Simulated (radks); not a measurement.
Results of a calculation; reference values are marked as such.
Problem. Isoelectronic series with 18 electrons, each ion in its NIST ground configuration. Code: a radial shooting solver on a logarithmic mesh with Libxc functionals. Model: scalar-relativistic Kohn-Sham, PBE, spin-unpolarised, spherical densities, finite nucleus; Fermi nuclear charge, rms radius of each element as measured or else 0.836 A^(1/3) + 0.57 fm. Total energies (hartree) and mean radii <r> (bohr):

ion,configuration,E (hartree),3p,3s,2p,2s
Cu11+,[Ar],-1606.59008,0.6376,0.6365,0.2058,0.2344
Ga13+,[Ar],-1868.71516,0.5763,0.5792,0.1899,0.2168
Br17+,[Ar],-2455.27474,0.4836,0.4906,0.1643,0.1883
Rb19+,[Ar],-2780.06119,0.4477,0.4556,0.1539,0.1766
Nb23+,[Ar],-3493.64102,0.3896,0.3984,0.1365,0.1567
Tc25+,[Ar],-3882.87968,0.3659,0.3746,0.1291,0.1483
Rh27+,[Ar],-4294.07627,0.3448,0.3534,0.1225,0.1406
Ag29+,[Ar],-4727.49811,0.3259,0.3344,0.1165,0.1337
In31+,[Ar],-5183.42803,0.3090,0.3172,0.1110,0.1273
Sb33+,[Ar],-5662.17159,0.2937,0.3016,0.1060,0.1214
I35+,[Ar],-6164.05339,0.2797,0.2873,0.1014,0.1160
Cs37+,[Ar],-6689.4229,0.2670,0.2742,0.09712,0.1110
La39+,[Ar],-7238.6504,0.2554,0.2621,0.09319,0.1064
Pr41+,[Ar],-7812.1342,0.2447,0.2510,0.08954,0.1021
Pm43+,[Ar],-8410.2886,0.2348,0.2406,0.08614,0.09801
Eu45+,[Ar],-9033.5485,0.2256,0.2310,0.08297,0.09421
Tb47+,[Ar],-9682.4716,0.2170,0.2220,0.08001,0.09065

Estimate the row of As15+ ([Ar]).

Solution. E (hartree) -2151.55392; 3p 0.5259; 3s 0.5313; 2p 0.1762; 2s 0.2016.
